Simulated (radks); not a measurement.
The numbers below are computed, except where a source is named.
Question: Neutral molybdenum, [Kr] 4d5 5s1. Code: a radial shooting solver on a logarithmic mesh with Libxc functionals. Model: non-relativistic Kohn-Sham, LDA (Slater exchange, Perdew-Wang correlation), spin-polarised, spherical densities, point nucleus. Every spin shell is full or empty, so the densities are truly spherical. Functionals are evaluated on that one density, not self-consistently. Rank these exchange functionals by their error against the exact value of the orbitals, and give that value: LDA, PBEsol, RPBE, PW86, WC, B86b, APBE, revTPSS, TASK, MVS.

Answer: Exact: -119.722 hartree. From best to worst, with 100 (|E| - |E exact|)/|E exact| (equal figures are ties): PW86 -0.04, B86b +0.07, MVS +0.07, RPBE -0.16, APBE +0.41, revTPSS -0.83, WC -0.87, TASK -2.30, PBEsol -2.36, LDA -5.16.
